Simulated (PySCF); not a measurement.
Species: Si(vinyl)3(OEt), C8H14OSi.
SMILES: `C=C[Si](C=C)(C=C)OCC`

The closed-shell ground state was solved at several levels (PySCF, density fitting, gas phase, non-relativistic). Isolated species at its PBE0-D3(BJ)/def2-SVP geometry (one conformer only).

| level | basis functions | total energy (Eh) | HOMO (eV) | LUMO (eV) | gap (eV) | dipole (D) |
| --- | --- | --- | --- | --- | --- | --- |
| PBE0/pcSseg-1 | 247 | -677.3257 | -7.67 | -0.59 | 7.08 | 0.94 |
| B3LYP/pcSseg-1 | 247 | -677.9571 | -7.45 | -0.78 | 6.67 | 0.94 |

Question: Estimate the row for B3LYP/def2-SVPD, a basis of 319 functions; the other rows only guide the guess.

Answer: Total energy -677.6486 Eh, HOMO -7.46 eV, LUMO -0.86 eV, gap 6.60 eV, dipole 0.88 D.

Question: Over all these levels, which gives the widest orbital gap and which the narrowest?

Answer: PBE0/pcSseg-1 (global hybrid, 25 % exact exchange) has the widest, 7.08 eV, and B3LYP/def2-SVPD (global hybrid, 20 % exact exchange) the narrowest, 6.60 eV. Functional and basis both differ between the two, so the spread mixes both effects.

Question: How far do the dipole and the HOMO energy spread over the levels?

Answer: The dipole runs from 0.88 to 0.94 D (mean 0.92 D) and the HOMO from -7.67 to -7.45 eV.
